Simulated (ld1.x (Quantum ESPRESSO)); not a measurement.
## Before and after: RRKJ potential for manganese (Mn)

```json
{
 "Element": "manganese (Mn)",
 "Generator": "ld1.x (Quantum ESPRESSO) 7.5",
 "Type": "norm-conserving RRKJ (Kleinman–Bylander form)",
 "Functional": "LDA (PZ)",
 "Relativity": "fully relativistic",
 "Frozen core": "[Ar]",
 "Valence charge": "7",
 "Reference configuration": "3d5 4s2 4p0",
 "Partial waves": "4s (bound): rc 2.40 bohr; 4p (bound, empty): rc 3.70 bohr; 3d (bound): rc 1.90 bohr; 4f channel at 0.25 Ry: rc 3.35 bohr",
 "Local potential": "all-electron potential smoothed inside 3.10 bohr (lloc = -1)",
 "Core correction": "none",
 "rho0": "0.02"
}
```

Open shells are filled in proportion to 2j + 1 (rel_dist='average').

Change: wave 3d (bound): rc 1.90 bohr becomes 3d (bound): rc 1.94 bohr.

Cutoffs: the cutoffs (Ry, on a coarse ladder) from which the occupation-weighted sum of valence levels, in a spherical-Bessel basis at the reference potential, stays within 10 and 1 mRy of its value at 400 Ry; they do not see the model core or the augmentation charge, which bear on the density cutoff. Errors are all-electron minus pseudo energies relative to the spin-unpolarised reference configuration.

Question: What does the change do?

Answer: The potential gets neither clearly harder nor softer (50 Ry and 70 Ry → 50 Ry and 70 Ry); of the 7 tests that both files solve, the error grows in 0 and shrinks in 3 by more than 15 % and 0.3 meV (median size 25.9 → 17.6 meV); neither file shows a bound ghost. That the errors move this way runs against the usual rule that smaller radii transfer better.

```csv
quantity,base,changed
"cutoff, loose",50 Ry,50 Ry
"cutoff, tight",70 Ry,70 Ry
bound ghosts,none,none
"error for 3d5 4s1 4p0, meV [ΔE 8.65 eV]",+8.6,+8.9
"error for 3d5 4s0 4p0, meV [ΔE 24.53 eV]",+58,+59
"error for 3d4 4s0 4p0, meV [ΔE 57.34 eV]",-72,-55
"error for 3d5 4s0 4p1, meV [ΔE 13.47 eV]",+26,+26
"error for 3d5.5 4s1.5 4p0, meV [ΔE -0.51 eV]",-14,-10
"error for 3d6 4s0 4p0, meV [ΔE 7.02 eV]",-41,-18
"error for 3d5 4s0 4p2, meV [ΔE 8.08 eV]",+13,+13
s: phases at 4.00 bohr within 0.05 rad from the reference energy up to (Ry; the scan ends near 5),0.8,0.8
p1/2: phases at 4.00 bohr within 0.05 rad from the reference energy up to (Ry; the scan ends near 5),1.3,1.3
p3/2: phases at 4.00 bohr within 0.05 rad from the reference energy up to (Ry; the scan ends near 5),1.3,1.3
d3/2: phases at 4.00 bohr within 0.05 rad from the reference energy up to (Ry; the scan ends near 5),0.2,0.2
d5/2: phases at 4.00 bohr within 0.05 rad from the reference energy up to (Ry; the scan ends near 5),0.2,0.2
f5/2: phases at 4.00 bohr within 0.05 rad from the reference energy up to (Ry; the scan ends near 5),2.9,2.9
f7/2: phases at 4.00 bohr within 0.05 rad from the reference energy up to (Ry; the scan ends near 5),2.9,2.9
```
